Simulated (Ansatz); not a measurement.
`F[Si]([SiH3])Cl` radical. Total charge 0; spin multiplicity 2. The structure was optimised at the PBE0-D4/def2-TZVP level.

```xyz
7

F    -0.584   -2.019   -1.165
Si    0.061   -1.393    0.162
Si    0.389    0.925   -0.133
Cl   -1.293   -1.691    1.683
H     0.965    1.440    1.134
H     1.354    1.121   -1.244
H    -0.892    1.617   -0.437
```

(1) What is the dipole moment at PBE/def2-TZVPP? (Estimate.)

(2) And with r2SCAN, B3LYP, ωB97M-V? (An estimate is asked.)

(3) Give the Mulliken charges with PBE, ωB97M-V, B3LYP in def2-TZVPP. (An estimate is asked.)

## Answers

(1) Ansatz gave: 1.47 D, with components (0.92, 1.15, 0.05) D in this frame, pointing from negative to positive charge.

(2) Ansatz gave: r2SCAN 1.53 D, B3LYP 1.63 D, ωB97M-V 1.63 D.

(3) Computed: 
| atom | PBE | ωB97M-V | B3LYP |
| --- | --- | --- | --- |
| F1 | -0.25 | -0.28 | -0.29 |
| Si2 | 0.43 | 0.44 | 0.49 |
| Si3 | 0.09 | 0.04 | 0.15 |
| Cl4 | -0.19 | -0.19 | -0.22 |
| H5 | -0.03 | 0.00 | -0.04 |
| H6 | -0.03 | -0.01 | -0.04 |
| H7 | -0.02 | 0.00 | -0.04 |

B3LYP here is the variant with VWN-RPA as its local correlation; programs differ in this.
